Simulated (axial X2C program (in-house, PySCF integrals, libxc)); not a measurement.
## Photoelectron levels of CdPb by EOM-IP-CCSD

Calculated with an in-house all-electron X2C program for linear molecules (integrals from PySCF): two-component X2C with atomic mean-field Coulomb and Gaunt terms, Gaussian nuclei, basis Pb dyall-cv3z, Cd dyall-cv3z with contracted cores.

R = 3.681 Å (1.150 times 3.201 Å, the PBE0 minimum at charge 0 for the lowest determinant).

Vertical ionisation energies of CdPb to the states of CdPb⁺:

| Ω of CdPb⁺ | vertical IE (eV) | above lowest (cm⁻¹) | ionised spinor | one-hole weight |
| --- | --- | --- | --- | --- |
| 1/2 | 6.992 | 0 | 66% Pb pπ, 20% Pb pσ, 10% Cd sσ | 0.95 |
| 1/2 | 8.829 | 14821 | 80% Cd sσ, 14% Pb pσ | 0.93 |

This point took 14 s on 1 thread of Intel(R) Xeon(R) 6975P-C (Granite Rapids), with other jobs on the host.

Reference electrons by ω block (each with its −ω partner): 1/2: 38, 3/2: 19, 5/2: 7, 7/2: 1. 16 electrons of CdPb correlated (inner shells frozen), 88 natural virtual spinors (a truncated set); levels can be off by some tenths of an eV. Roots sought by Ω: (1/2: 4, 3/2: 3, 5/2: 1); rows need 60 % one-particle weight and stop where some Ω has no more roots. Missing are any skipped roots, higher Ω and states of a further excitation; these come out far too high here and may in truth be low or lowest. T1 of the reference 0.015 (Lee–Taylor). Number of frozen shells: Pb 5 s, 4 p, 3 d, 1 f; Cd 4 s, 3 p, 1 d.
